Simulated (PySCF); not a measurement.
H₅Si₂, SMILES [SiH3][SiH2], multiplicity 2. The structure is a stationary point at B3LYP-D3(BJ)/def2-TZVP. The isomer is the one that the SMILES or the coordinates give; other isomers of the formula were not compared.

Computed equilibrium geometry at B3LYP-D3(BJ)/def2-TZVP (PySCF confirms it by a frequency run) as Cartesian coordinates in Å, and its point group:
point group Cs.
```xyz
7

Si     1.2090     0.0883     0.0000
Si    -1.1216    -0.0140     0.0000
H      1.8409    -0.4903    -1.2135
H      1.8409    -0.4903     1.2135
H     -1.6365     0.6750     1.2071
H     -1.6365     0.6750    -1.2071
H     -1.6316    -1.4096     0.0000
```
Charge 0, spin multiplicity 2.
